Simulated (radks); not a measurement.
Species: Sn2+. Configuration: [Kr] 4d10 5s1 5d1 (not the ground configuration). Method: scalar-relativistic Kohn-Sham, SCAN, spin-polarised, spherical densities, finite nucleus; open shells are filled with parallel spins first (spin-orbit coupling, left out, can overturn this in heavy ions); meta-GGA in the generalised Kohn-Sham scheme; Fermi nuclear charge, rms radius 4.6519 fm; computed with a radial shooting solver on a logarithmic mesh with Libxc functionals.

Local quantities along the radius. ELF = 1/(1 + alpha^2) is the electron localisation function; alpha = (tau - tau_W)/tau_unif compares the Pauli kinetic energy density with that of the uniform gas (summed over spins); r v_xc is r times the local exchange-correlation potential of spin up (hartree bohr, multiplicative part alone). tau is taken from the large components.

| r (bohr) | ELF | alpha | r v_xc |
|---|---|---|---|
| 0.002866 | 0.999 | 0.02630 | -0.1821 |
| 0.003885 | 0.999 | 0.02993 | -0.2252 |
| 0.005223 | 0.999 | 0.03596 | -0.2771 |
| 0.007022 | 0.998 | 0.04644 | -0.3390 |
| 0.009517 | 0.996 | 0.06651 | -0.4121 |
| 0.01279 | 0.989 | 0.1063 | -0.4907 |
| 0.01734 | 0.962 | 0.1996 | -0.5820 |
| 0.02331 | 0.847 | 0.4253 | -0.7232 |
| 0.0316 | 0.523 | 0.9559 | -0.5377 |
| 0.04248 | 0.317 | 1.468 | -0.6725 |
| 0.05757 | 0.455 | 1.094 | -0.6141 |
| 0.0774 | 0.713 | 0.6346 | -1.033 |
| 0.1049 | 0.724 | 0.6169 | -1.172 |
| 0.141 | 0.419 | 1.178 | -1.350 |
| 0.1911 | 0.367 | 1.312 | -1.058 |
| 0.257 | 0.699 | 0.6564 | -1.466 |
| 0.3455 | 0.739 | 0.5936 | -1.510 |
| 0.4683 | 0.265 | 1.665 | -0.9368 |
| 0.6296 | 0.379 | 1.280 | -1.038 |
| 0.8532 | 0.769 | 0.5478 | -1.504 |
| 1.147 | 0.663 | 0.7130 | -1.150 |
| 1.555 | 0.335 | 1.408 | -1.052 |
| 2.09 | 0.175 | 2.171 | -0.8524 |
| 2.833 | 0.130 | 2.585 | -0.6692 |
| 3.809 | 0.090 | 3.183 | -0.6186 |
| 5.162 | 0.053 | 4.219 | -0.5369 |
| 6.94 | 0.010 | 9.982 | -0.3511 |
| 9.405 | 0.000 | 56.87 | -0.1338 |

On this mesh the ELF has minima near r = 0.042, 0.16, 0.55 bohr, which separate the shells, and maxima near 0.090 (0.76), 0.30 (0.77), 0.85 (0.77).
